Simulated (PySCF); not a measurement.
# C₆ coefficients of unlike pairs at PBE0

Calculated with PySCF 2.14 from the dipole response of each species, C₆(A,B) = (3/π) ∫ α_A(iu) α_B(iu) du, in atomic units, from isotropic polarisabilities. For ions this is the dispersion term alone; charge-induced terms of lower order in 1/R come first.

```
species                configuration                                                                                    basis      relativity  α (bohr³)  C₆ (like pair)
     Bi  [Xe] 4f14 5d10 6s2 6p3 (4S)                                              aug-cc-pwCVTZ-PP with ECP60MDF (8s7p6d4f1g)  core potential      52.45           634.3
 Ti(2+)                [Ar] 3d2 (3F)           x2c-TZVPPall with one added diffuse shell each of s, p, d, f type (7s6p5d3f1g)   spin-free X2C      4.897           14.60
     I-                    [Xe] (1S)   aug-cc-pVTZ-PP with one added diffuse shell each of d, f type with ECP28MDF (6s5p5d3f)  core potential      68.95           973.1
    Cr+                [Ar] 3d5 (6S)  aug-cc-pwCVTZ-DK with one added diffuse shell each of s, p, d, f, g type (11s10p8d5f4g)   spin-free X2C      12.68           47.24
```

**Question.** Estimate C₆ for I- with Bi.

**Answer.** The integral gives 783.3. The combination rule 2 C_A C_B / (C_A α_B/α_A + C_B α_A/α_B) gives 784.2 and the geometric mean 785.6.

No spin-orbit coupling is included, so Bi, close to jj coupling, stand for model states.

The other pairs:

| pair | C₆ |
| --- | --- |
| Cr+, Bi | 170.2 |
| Cr+, Ti(2+) | 25.43 |
| Ti(2+), Bi | 87.32 |
| I-, Ti(2+) | 104.2 |
| Cr+, I- | 207.3 |
